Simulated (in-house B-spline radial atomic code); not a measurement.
Values are calculated unless marked as measured or tabulated.
## Weak and strong correlation along the adiabatic connection

Two-electron singlets in several external potentials (atomic units), by full CI in B-splines with partial waves to l = 8 (correlation energies up to 0.6 % small). The repulsion is scaled by λ at fixed density; W(λ) is the mean repulsion less the Hartree energy, W(0) = E_x, and the area under W from 0 to 1 is E_xc.

One system gave this curve:

| λ | W (hartree) |
| --- | --- |
| 0 | -0.29372 |
| 0.02 | -0.2957 |
| 0.05 | -0.29856 |
| 0.12 | -0.30475 |
| 0.25 | -0.31468 |
| 0.4 | -0.32412 |
| 0.6 | -0.3342 |
| 0.8 | -0.34217 |
| 1 | -0.3486 |
| 1.4 | -0.35835 |
| 2 | -0.36822 |
| 3 | -0.37836 |
| 4.5 | -0.38712 |
| 7 | -0.39516 |

(1) Which system is it?
A. −V exp(−r²/w²), V = 22.8, w = 3.0
B. −Z exp(−kr)/r, Z = 5.66, k = 1.64
C. ω²r²/2 − Z/r, ω = 0.0572, Z = 0.7
D. −V exp(−r²/w²), V = 17.3, w = 1.03

Answers

(1) C. The exchange energy sets the size: ω²r²/2 − Z/r, ω = 0.0572, Z = 0.7: E_x = -0.294, E_c = -0.0331; −Z exp(−kr)/r, Z = 5.66, k = 1.64: E_x = -3.08, E_c = -0.0454; −V exp(−r²/w²), V = 17.3, w = 1.03: E_x = -1.63, E_c = -0.0442; −V exp(−r²/w²), V = 22.8, w = 3.0: E_x = -1.11, E_c = -0.0434 hartree.
